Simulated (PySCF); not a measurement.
C2H6BrOPSi.
Atom-mapped SMILES: `[CH2:1]=[CH:2][O:3][Si@H:4]([PH2:5])[Br:6]` (hydrogens: H7, H8 on C1; H9 on C2; H10 on Si4; H11, H12 on P5)

Level of theory: core-valence-separated Tamm–Dancoff BHandHLYP/aug-pcX-1 (pcseg-1 on H, def2-SVPD on Br, def2-SVPD on Si, def2-SVPD on P) in PySCF, non-relativistic, gas phase, PBE0-D3(BJ)/def2-SVP geometry. The energies are unshifted.

Q: Give energies, oscillator strengths and core holes at the O K edge.

A: 
```tsv
E (eV)	f	core hole on	main final orbital
533.23	0.0167	O3	LUMO+3 (31 %)
533.58	0.0150	O3	LUMO+6 (45 %)
533.95	0.0038	O3	LUMO (50 %)
534.66	0.0028	O3	LUMO+1 (71 %)
534.95	0.0053	O3	spread
535.28	0.0017	O3	LUMO+2 (37 %)
535.56	0.0021	O3	LUMO+7 (46 %)
```

The first line with a tenth or more of the strongest one's intensity is at 533.23 eV (f = 0.017), with the hole on O3 (silyl ether oxygen). It is also the strongest listed.

Q: What does the C 1s absorption edge look like?

A: 
| E (eV) | f | core hole on | main final orbital | polarisation |
| --- | --- | --- | --- | --- |
| 282.92 | 0.0543 | C1 | LUMO+6 (32 %) | normal to the local trigonal plane |
| 284.38 | 0.0714 | C2 | spread | normal to the local trigonal plane |
| 285.63 | 0.0104 | C1 | LUMO+1 (31 %) | in the local trigonal plane |
| 286.03 | 0.0209 | C1 | spread | in the local trigonal plane |
| 286.59 | 0.0014 | C1 | LUMO (76 %) | mixed |
| 286.86 | 0.0046 | C1 | spread | mixed |
| 286.94 | 0.0019 | C1 | spread | mixed |
| 287.12 | 0.0036 | C1 | spread | mixed |
| 287.44 | 0.0290 | C2 | LUMO+3 (51 %) | in the local trigonal plane |
| 287.47 | 0.0032 | C1 | spread | mixed |
| 287.83 | 0.0040 | C1 | spread | in the local trigonal plane |

The first line with a tenth or more of the strongest one's intensity is at 282.92 eV (f = 0.054), with the hole on C1 (terminal =CH2 carbon), polarised normal to the local trigonal plane: a 1s→π* resonance. The strongest listed is at 284.38 eV (f = 0.071; C2, 1s→π*).

Roots within 0.03 eV whose holes lie on the same, on equivalent or on shared atoms are summed into one line, and the highest roots are left out, as the search may have cut off their partners. Final orbitals are the ground state's empty Kohn–Sham orbitals. A dash: too weak, shared between unlike atoms, or no plane or axis to refer to.

Q: What are the wavelength and the wavenumber of the 535.56 eV line?

A: λ = 12398.42 eV Å/535.56 eV = 23.150 Å; 4.3196 × 10⁶ cm⁻¹.

The ionisation thresholds weren't computed; near and above them a finite basis only mimics Rydberg series and continuum. The BHandHLYP/aug-pcX-1 (pcseg-1 on H, def2-SVPD on Br, def2-SVPD on Si, def2-SVPD on P) calculation is non-relativistic and has no spin–orbit coupling, an omission that weighs most on bromine.

Time: 18 s of wall time; peak memory 0.87 GiB. Hardware: Arm Neoverse V1, one thread, shared host.

The values belong to the conformer `[CH2:1]=[CH:2][O:3][Si@H:4]([PH2:5])[Br:6]`: C1–C2–O3–Si4 -13°, C2–O3–Si4–P5 -172°, H–P5–Si4–O3 43°, H–P5–Si4–O3 -51°.
